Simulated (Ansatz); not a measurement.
Calculated with Ansatz (gas phase, PBE0-D4/def2-TZVP geometries, no zero-point term in ΔE). CCSD(T)/CBS adds triple-zeta CCSD(T) − MP2 to the extrapolated MP2 energy (def2 sets, frozen cores). DFT in def2-TZVPP. B3LYP here is the variant with VWN-RPA as its local correlation; programs differ in this. Each species was taken in one conformer, which may not be the lowest.

`N=CB(F)S` + `C=CN(C)C` → `CN(C)B(F)S` + `C=CC=N`  (formal exchange of groups at a B–C bond)

```csv
level,ΔE (kJ/mol)
PBE-D4,-112.2
PBE0-D4,-119.1
ωB97M-V,-123.2
B3LYP,-119.5
MP2/def2-TZVPP,-127.8
SCS-MP2/def2-QZVPP,-128.5
MP2/CBS(def2),-128.8
CCSD/CBS(def2),-129.0
```

What does CCSD(T)/CBS give? (Estimate.)

Computed: -127.4 kJ/mol. The listed levels differ from it by 15.2, 8.3, 4.2, 7.9, -0.4, -1.1, -1.4, -1.6 kJ/mol.

Largest T1 diagnostic among the species: 0.014.

From PBE to PBE0 (25 % exact exchange), in def2-TZVPP and without D4, ΔE moves by −6.9 kJ/mol. In def2-TZVPP, CCSD(T) changes the Hartree–Fock value by +4.3 kJ/mol (the triples alone add +1.5 kJ/mol) and MP2 by +3.0 kJ/mol.
